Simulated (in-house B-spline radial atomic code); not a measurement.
Radial electron density of Cl VIII (Cl7+), [He] 2s2 2p6. Level of theory: scalar-relativistic (X2C) TPSSh, spin-polarised, spherical fractional occupations, exact exchange averaged over the configuration, Fermi nucleus of rms radius 3.3654 fm; calculated with a B-spline radial code for spherical atoms.

Columns: r (bohr), 4πr²n(r) (electrons per bohr), bar.

```
 0.00342   0.4759 #
 0.00399   0.6291 #
 0.00465   0.8276 ##
 0.00541    1.082 ##
  0.0063    1.411 ###
 0.00734    1.833 ####
 0.00855    2.368 #####
 0.00996     3.04 #######
  0.0116    3.872 #########
  0.0135    4.883 ###########
  0.0157    6.092 ##############
  0.0183    7.533 #################
  0.0214    9.224 #####################
  0.0249    11.04 #########################
   0.029    12.98 #############################
  0.0338    14.94 ##################################
  0.0393    16.74 ######################################
  0.0458    18.25 #########################################
  0.0534    19.26 ###########################################
  0.0622    19.58 ############################################
  0.0725    19.14 ###########################################
  0.0844    18.01 ########################################
  0.0983    16.39 #####################################
   0.115    14.66 #################################
   0.133    13.44 ##############################
   0.155       13 #############################
   0.181    13.65 ###############################
   0.211    15.21 ##################################
   0.246     17.1 ######################################
   0.286    18.51 ##########################################
   0.333    18.72 ##########################################
   0.388    17.33 #######################################
   0.452    14.48 #################################
   0.527    10.75 ########################
   0.614    6.984 ################
   0.715      3.9 #########
   0.833    1.831 ####
    0.97   0.7106 ##
    1.13     0.22 
    1.32  0.05084 
    1.53 0.009441
```

On this grid the curve has 2 maxima, near 0.0622, 0.333 bohr.

The 2p down radial function P(r) = rR(r), positive near the nucleus:

| r (bohr) | P |
| --- | --- |
| 0.00342 | 0.001989 |
| 0.00465 | 0.003569 |
| 0.0063 | 0.006357 |
| 0.00855 | 0.01133 |
| 0.0116 | 0.0201 |
| 0.0157 | 0.03524 |
| 0.0214 | 0.06194 |
| 0.029 | 0.1061 |
| 0.0393 | 0.1782 |
| 0.0534 | 0.2924 |
| 0.0725 | 0.4617 |
| 0.0983 | 0.6926 |
| 0.133 | 0.9728 |
| 0.181 | 1.267 |
| 0.246 | 1.482 |
| 0.333 | 1.513 |
| 0.452 | 1.304 |
| 0.614 | 0.9036 |
| 0.833 | 0.4697 |
| 1.13 | 0.1675 |
| 1.53 | 0.03594 |
